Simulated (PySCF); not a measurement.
## Shapes and spin states of RuO(OH)

These are results of PBE0/[Ru def2-TZVP with ECP28, O def2-TZVP, H def2-TZVP], scalar-relativistic core potentials, density fitting, no spin–orbit coupling, PySCF, not measurements.

Relaxations began from a few typed shapes and spin states; open shells are unrestricted. The search is not exhaustive: other isomers or separated fragments can lie lower, and high-lying points may rest on an excited occupation.

Task: Order these stationary points by electronic energy, lowest first, in kJ/mol from the lowest minimum.
A. quartet Cs: O–H 0.960 Å, Ru–O 1.693 Å, Ru–O 1.888 Å; H–O–Ru 129.9°, O–Ru–O 180.0°
B. doublet Cs: O–H 0.957 Å, Ru–O 1.620 Å, Ru–O 1.816 Å; H–O–Ru 147.4°, O–Ru–O 159.0°
C. quartet C1: O–H 0.963 Å, Ru–O 1.670 Å, Ru–O 1.871 Å; H–O–Ru 116.6°, O–Ru–O 129.4°
D. quartet C1: O–H 0.961 Å, Ru–O 1.673 Å, Ru–O 1.872 Å; H–O–Ru 122.4°, O–Ru–O 135.9°
E. sextet Cs: O–H 0.959 Å, Ru–O 1.756 Å, Ru–O 1.944 Å; H–O–Ru 123.8°, O–Ru–O 149.0°

Result: B (0.0), C (4.5), D (15.3), A (40.3), E (100.1).

Task: Which of them are minima?

Result: By energy in kJ/mol, 0.0: minimum; 4.5: minimum; 15.3: minimum; 40.3: saddle point, 1 imaginary mode; 100.1: minimum.

For the lowest minimum: open d and f shells are described by one determinant, and the ground state may have another occupation or spin.
